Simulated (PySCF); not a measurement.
Gas-phase reaction: 2 Al(CH3)F2 + 4 C3H8 ⇌ Al2H6 + CH2FCF3 + 3 C4H10 (n-butane)

Energies from PySCF, thermal terms from the rigid-rotor harmonic-oscillator model, ideal gas at 1 bar. S°(298 K) at PBE0/def2-TZVP differs from the NASA 1993 table for C4H10 (n-butane) (-9 J/mol/K); whether the harmonic model or the table's entry is off was not settled. † marks an energy on the PBE0/def2-TZVP geometry and frequencies; other levels use their own. MP2 freezes the core. 6-31G* has spherical d functions here. All species are closed-shell singlets. Methyl groups turn as free rotors in Al(CH3)F2. Al(CH3)F2, Al2H6: computed as isolated molecules; such fragments, hydroxides, amides, oligomers or adducts are transient or little studied in the gas. MP2 isn't extrapolated to the basis-set limit; its ΔH°(298 K) is 883.2 kJ in def2-SVP and 959.2 kJ in def2-TZVPP. The harmonic model lacks anharmonicity and excited electronic states, which grow with temperature; levels with a mode under 35 cm⁻¹ are left out. Internal rotation in C3H8, CH2FCF3, C4H10 (n-butane) is treated as a harmonic vibration of one conformer, which makes the entropy rough.

```
level              ΔE electronic, kJ  ΔH°(298 K), kJ  ΔS°(298 K), J/K  ΔG°(2500 K), kJ
-----------------  -----------------  --------------  ---------------  ---------------
BLYP/def2-TZVP†                  966             934             -201             1354
HF/6-31G*                        907             876             -204             1307
MP2/def2-TZVPP†                  991             959             -201             1379
PBE/def2-SVP                     812             781             -201             1199
PBE0/def2-SVP†                   823             792             -201             1212
r2SCAN/def2-TZVP†                925             894             -201             1314
```
ΔH° is lowest at PBE/def2-SVP and highest at MP2/def2-TZVPP†. No reference value is set beside these.
